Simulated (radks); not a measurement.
Problem. Dy3+, configuration [Kr] 4d10 4f9 5s2 5p5.75 6p0.25 (fractional occupations, a model configuration). Calculated with a radial shooting solver on a logarithmic mesh with Libxc functionals: Dirac Kohn-Sham, exchange-only B88, spin-unpolarised, spherical densities, finite nucleus; open shells are shared between the two j in proportion to 2j + 1; Fermi nuclear charge, rms radius 5.2218 fm.

Spin-orbit splittings of the eigenvalues, e(l+1/2) - e(l-1/2), with zeta = 2 splitting/(2l+1) and mean radii in bohr:

shell  occ.  splitting (eV)  zeta (eV)  <r> j=l-1/2  <r> j=l+1/2
2p        6               ?          ?      0.07437      0.08143
3p        6           166.2      110.8       0.2238       0.2372
3d       10           36.29      14.52       0.2096       0.2138
4p        6           37.29      24.86       0.5397       0.5701
4d       10           6.774      2.710       0.6016       0.6124
4f        9          0.9491     0.2712       0.7982       0.8098
5p     5.75           5.211      3.474        1.414        1.504
6p     0.25          0.8551     0.5701        3.537        3.702

Estimate the 2p splitting.

Solution. 800.4 eV (zeta = 533.6 eV).
